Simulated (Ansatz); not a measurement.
Consider the ligand exchange at the Al–S bond: `[SH][Al]([Br])[Br]` + H–F → `[F][Al]([Br])[Br]` + H₂S.

Gas-phase electronic energies from Ansatz, PBE0-D4/def2-TZVP geometries. CBS: MP2 limit from def2 TZ/QZ plus the TZ coupled-cluster correction, frozen cores. This one scheme is used for every species. DFT in def2-TZVPP. B3LYP here is the variant with VWN-RPA as its local correlation; programs differ in this. HSE06 is defined as in plane-wave codes. For Br outer-core shells are correlated without core-valence functions, which leaves a few kJ/mol of doubt a bond. Scalar relativity is left out up to krypton. Each species was taken in one conformer, which may not be the lowest.

| level | ΔE (kJ/mol) | difference from CCSD(T)/CBS |
| --- | --- | --- |
| LDA (SPW92) | -53.5 | 6.0 |
| PBE-D4 | -52.5 | 7.0 |
| revPBE-D4 | -51.1 | 8.4 |
| BLYP-D4 | -66.6 | -7.1 |
| r2SCAN-D4 | -62.5 | -3.0 |
| B97M-V | -67.8 | -8.3 |
| PBE0-D4 | -51.3 | 8.2 |
| B3LYP-D4 | -65.2 | -5.7 |
| r2SCANh-D4 | -61.2 | -1.7 |
| r2SCAN0-D4 | -59.5 | 0.0 |
| HSE06-D4 | -50.6 | 8.9 |
| CAM-B3LYP-D4 | -71.6 | -12.1 |
| ωB97X-V | -64.9 | -5.4 |
| ωB97M-V | -63.5 | -4.0 |
| PBE-QIDH | -55.5 | 4.0 |
| PBE | -57.0 | 2.5 |
| revPBE | -58.1 | 1.4 |
| r2SCAN | -63.6 | -4.1 |
| PBE0 | -55.5 | 4.0 |
| B3LYP | -72.8 | -13.3 |
| r2SCANh | -62.4 | -2.9 |
| r2SCAN0 | -60.9 | -1.4 |
| HSE06 | -54.7 | 4.8 |
| LC-ωPBE | -64.5 | -5.0 |
| RPA@PBE/def2-TZVPP | -65.6 | -6.1 |
| HF/def2-SVP | -77.2 | -17.7 |
| MP2/def2-SVP | -70.5 | -11.0 |
| CCSD/def2-SVP | -75.0 | -15.5 |
| CCSD(T)/def2-SVP | -72.9 | -13.4 |
| HF/def2-TZVPP | -76.8 | -17.3 |
| MP2/def2-TZVPP | -57.5 | 2.0 |
| SCS-MP2/def2-TZVPP | -64.8 | -5.3 |
| CCSD/def2-TZVPP | -65.6 | -6.1 |
| CCSD(T)/def2-TZVPP | -62.0 | -2.5 |
| HF/def2-QZVPP | -80.5 | -21.0 |
| MP2/def2-QZVPP | -57.3 | 2.2 |
| SCS-MP2/def2-QZVPP | -64.5 | -5.0 |
| HF/CBS(def2) | -81.0 | -21.5 |
| MP2/CBS(def2) | -55.0 | 4.5 |
| CCSD/CBS(def2) | -63.1 | -3.6 |
| CCSD(T)/CBS | -59.5 | 0 |

What do rigid-rotor, harmonic-oscillator terms from PBE0-D4/def2-TZVP frequencies (298.15 K, 1 bar) make of the CCSD(T)/CBS value? (Estimate.)

The calculation gave: ΔZPE = -3.7 kJ/mol, ΔH = -64.5 kJ/mol, ΔS = 4 J/(mol·K), ΔG = -65.8 kJ/mol.

Largest T1 diagnostic among the species: 0.009.

At CCSD(T), def2-SVP lies −13.4 kJ/mol from the extrapolated value and def2-TZVPP −2.5 kJ/mol. The D4 term adds +7.6 kJ/mol with B3LYP and +4.2 kJ/mol with PBE0; it sums over pairs of atoms, weighted by their polarisabilities, and B3LYP, whose exchange is more repulsive, gets the larger term. In def2-TZVPP, CCSD(T) changes the Hartree–Fock value by +14.8 kJ/mol (the triples alone add +3.6 kJ/mol) and MP2 by +19.3 kJ/mol.
